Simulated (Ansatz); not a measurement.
```yaml
crystal:
  periodic: [false, false, false]
  atoms:
    - {symbol: B, position_ang: [0.573826, -0.887738, 0.144869]}
    - {symbol: B, position_ang: [0.548024, 0.811839, 0.098880]}
    - {symbol: B, position_ang: [-0.882231, -0.042414, 0.379729]}
    - {symbol: Sb, position_ang: [-1.061818, -2.234261, 0.722435]}
    - {symbol: Sb, position_ang: [2.598489, -0.045060, -0.030305]}
    - {symbol: Sb, position_ang: [-1.231190, 2.089635, -0.021108]}
basis:
  gaussian: {orbitals: def2-TZVPD, initial_orbitals: start.molden}
total_charge: -1
magnetization: {spin_polarized: true, initial_magnetization: 1}
hamiltonian: {xc: {name: wB97X-V}}
scf: {omitted_lower_state_checks: [starts]}
output: {orbitals: {seedname: orbitals}}
```

The file start.molden holds the orbitals of an earlier run on this structure, at another level or in another basis.

```sh
$ ansatz run in.yaml --threads 4 --pin off --events-out ev --progress --plain --max-ram 4787MiB
```

(1) Does this run fit into the memory that it is given?

Results:

(1) No. It has 279 basis functions, and Ansatz plans for 4.97 GiB where 4.67 GiB are given.
